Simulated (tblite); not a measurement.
Problem. What does the GFN2-xTB structure of `[SiH2][C@@H](Cl)C[SiH3]` [radical] look like in three dimensions? (Doublet state.)

Solution. 
Z-matrix in Å and degrees, rows numbered from 1:
```
Si
C   1  1.9066
Cl  2  1.8180  1  105.10
C   2  1.5163  1  115.49  3   119.88
Si  4  1.9036  2  114.11  1    70.42
H   1  1.4554  2  110.67  3   -59.16
H   1  1.4582  2  111.62  3   170.77
H   2  1.0917  1  112.42  3  -113.02
H   4  1.0944  2  108.83  1  -168.66
H   4  1.0924  2  109.38  1   -52.96
H   5  1.4637  4  109.39  2    48.75
H   5  1.4624  4  108.04  2   168.69
H   5  1.4639  4  109.97  2   -71.70
```

Of the pairs four or more bonds apart, Si1···H13 is among the closest relative to their van der Waals radii: 3.45 Å, 104 % of the sum of Bondi's values. Si5 (silicon bonded to C and 3 H) is tetrahedral (angles from 108.0° to 110.2°). Si1 (silicon bonded to C and 2 H) is pyramidal (angles 115.5°, 111.6° and 110.7°, sum 337.7°, 0.44 Å off the plane of its three neighbours).

The geometry is computed with GFN2-xTB (gas phase). This method treats the open shell by occupation alone, without spin polarisation.

Point group: C1 (no symmetry element, even within 0.4 Å). Its GFN2-xTB frequencies are all real (lowest 57 cm⁻¹). Torsions: H–Si1–C2–Cl3 -59° and 171°, Si1–C2–C4–Si5 70°.

One conformer stands for the species.
